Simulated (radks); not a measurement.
Results of a calculation; reference values are marked as such.
All-electron atom: La3+ in [Xe]. Code: a radial shooting solver on a logarithmic mesh with Libxc functionals. Model: Dirac Kohn-Sham, BLYP, spin-unpolarised, spherical densities, finite nucleus; Fermi nuclear charge, rms radius 4.855 fm.

X-ray form factor f0, the Fourier transform of the density (f0(0) = 54):

| sin(theta)/lambda (1/angstrom) | f0 (electrons) |
|---|---|
| 0.05 | 53.297 |
| 0.1 | 51.345 |
| 0.15 | 48.543 |
| 0.2 | 45.366 |
| 0.25 | 42.202 |
| 0.3 | 39.282 |
| 0.4 | 34.394 |
| 0.5 | 30.503 |
| 0.6 | 27.222 |
| 0.8 | 22.045 |
| 1 | 18.569 |
| 1.25 | 15.728 |
| 1.5 | 13.476 |
| 2 | 9.551 |
